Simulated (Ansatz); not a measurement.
Results of the Gaussian-basis code of Ansatz.

Basis-set series for C₃H₂F₆ (`FC(F)(F)CC(F)(F)F`). Total charge 0; spin multiplicity 1. Geometry: relaxed with PBE0-D4/def2-TZVP.

```
functional       basis  functions  energy (Eh)  HOMO (eV)  LUMO (eV)
   PBE0-D4    def2-SVP        136   -713.38116     -11.10       1.73
   PBE0-D4  def2-TZVPP        307   -714.23482     -11.21       1.15
   ωB97M-V    def2-SVP        136   -713.88200     -13.47       3.42
   ωB97M-V  def2-TZVPP        307   -714.75371     -13.61       2.59
```

Problem. Give the rows for def2-QZVPP. (Estimate.)

Solution. The calculation gave: 
```json
{"functional": "PBE0-D4", "basis": "def2-QZVPP", "functions": "573", "energy (Eh)": "-714.27021", "HOMO (eV)": "-11.25", "LUMO (eV)": "0.70"}
{"functional": "ωB97M-V", "basis": "def2-QZVPP", "functions": "573", "energy (Eh)": "-714.78696", "HOMO (eV)": "-13.65", "LUMO (eV)": "1.87"}
```

Positive LUMOs are unbound and depend on the basis.
